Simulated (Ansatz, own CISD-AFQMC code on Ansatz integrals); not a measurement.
H6OSi2, SMILES `O[SiH2][SiH3]` (H–O–Si–Si torsion 180°) (charge 0, multiplicity 1).

Z-matrix (Å, degrees):
```
Si
O 1 1.6592
H 2 0.9604 1 118.44
H 1 1.4879 2 111.12 3 -59.30
H 1 1.4879 4 106.66 2 -121.25
Si 1 2.3422 4 110.64 5 -120.39
H 6 1.4828 1 110.79 4 -60.46
H 6 1.4828 7 108.99 1 122.16
H 6 1.4848 7 108.68 8 118.29
```
Charge 0, multiplicity 1.

Frozen-core energies in cc-pVDZ from Ansatz (a quantum-chemistry and plane-wave program) at a geometry from B3LYP-D3(BJ)/def2-TZVP; the HF reference has <S^2> = 0.00 and the T1 diagnostic is 0.012.

| level | energy (Ha) |
|---|---|
| HF | -656.24641 |
| MP2 | -656.64039 |
| CCSD | -656.68952 |
| CCSD(T) | -656.69923 |

Q: Estimate the energies of CCSDT, phaseless AFQMC, CISD trial (own CISD-AFQMC code on Ansatz integrals; ±0.38 mHa) and CCSDT(Q), and give each level's difference from CCSDT(Q).

A: 
```tsv
level	energy (Ha)	difference from CCSDT(Q) (mHa)
MP2	-656.64039	60.84
CCSD	-656.68952	11.71
CCSD(T)	-656.69923	1.99
CCSDT	-656.70039	0.83
phaseless AFQMC, CISD trial (own CISD-AFQMC code on Ansatz integrals; ±0.38 mHa)	-656.70127	-0.05
CCSDT(Q)	-656.70122	0.00
```
